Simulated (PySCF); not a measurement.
**SMILES C(C=C=C(N(C)C)C#N)#N, C₇H₇N₃**

Cartesian coordinates in Å; atom numbers follow the order of the lines, from 1:
```xyz
17

C    -2.4522    0.0839   -0.6007
N    -1.2793    0.0827    0.2431
C    -0.9531   -1.1586    0.8944
C    -0.2116    0.8952   -0.0848
C     1.0672    0.6440    0.1835
C     2.3323    0.4628    0.4923
C     3.2698   -0.1423   -0.4064
N     4.0451   -0.6363   -1.1127
C    -0.4946    2.1526   -0.7300
N    -0.7174    3.1622   -1.2529
H    -2.3376   -0.5652   -1.4903
H    -2.6729    1.1035   -0.9443
H    -3.3151   -0.2723   -0.0196
H    -0.2697   -0.9709    1.7359
H    -1.8721   -1.6144    1.2878
H    -0.4637   -1.8834    0.2135
H     2.7330    0.7673    1.4710
```

Theory: PySCF 2.14.0, TDDFT CAM-B3LYP/aug-cc-pVDZ circular dichroism and optical rotation, one conformer, gas phase. Geometry: PBE0-D3(BJ)/def2-SVP.

No stereocentre is labelled: unless the shape is locked (an allene, a helicene, a hindered biaryl), the mirror image is equally populated and a measured rotation or CD is zero.

Question: Draw the ECD and absorption spectra from the lowest 12 states, each a Gaussian of half-width 0.3 eV at 1/e height.

Answer: 
| E (eV) | λ (nm) | Δε (L mol⁻¹ cm⁻¹) | ε (L mol⁻¹ cm⁻¹) |
| --- | --- | --- | --- |
| 3.14 | 395 | +0.37 | 6.24 |
| 3.24 | 383 | +1.01 | 17 |
| 3.34 | 371 | +2.21 | 36.9 |
| 3.44 | 361 | +3.85 | 64.4 |
| 3.54 | 350 | +5.37 | 89.9 |
| 3.64 | 341 | +6.00 | 100 |
| 3.74 | 332 | +5.37 | 89.9 |
| 3.84 | 323 | +3.85 | 64.4 |
| 3.94 | 315 | +2.21 | 36.9 |
| 4.04 | 307 | +1.01 | 17.1 |
| 4.14 | 300 | +0.37 | 7.12 |
| 4.24 | 293 | +0.10 | 8.28 |
| 4.34 | 286 | -0.02 | 38.2 |
| 4.44 | 279 | -0.20 | 177 |
| 4.54 | 273 | -0.78 | 665 |
| 4.64 | 267 | -2.34 | 2000 |
| 4.74 | 262 | -5.64 | 4820 |
| 4.84 | 256 | -10.88 | 9290 |
| 4.94 | 251 | -16.80 | 14400 |
| 5.04 | 246 | -20.75 | 17800 |
| 5.14 | 241 | -20.48 | 17600 |
| 5.24 | 237 | -16.04 | 14100 |
| 5.34 | 232 | -9.78 | 9100 |
| 5.44 | 228 | -4.34 | 4990 |
| 5.54 | 224 | -1.19 | 2750 |
| 5.64 | 220 | -0.80 | 2480 |
| 5.74 | 216 | -3.48 | 4210 |
| 5.84 | 212 | -9.53 | 8230 |
| 5.94 | 209 | -17.99 | 14100 |
| 6.04 | 205 | -25.64 | 20000 |
| 6.14 | 202 | -28.12 | 23000 |
| 6.24 | 199 | -23.28 | 21600 |
| 6.34 | 196 | -13.45 | 16900 |
| 6.44 | 193 | -3.86 | 11900 |
| 6.54 | 190 | +1.43 | 8920 |
| 6.64 | 187 | +1.72 | 8420 |

Δε uses R in velocity form, ε uses f in length form. Only the states computed contribute, so the short-wavelength end is incomplete.
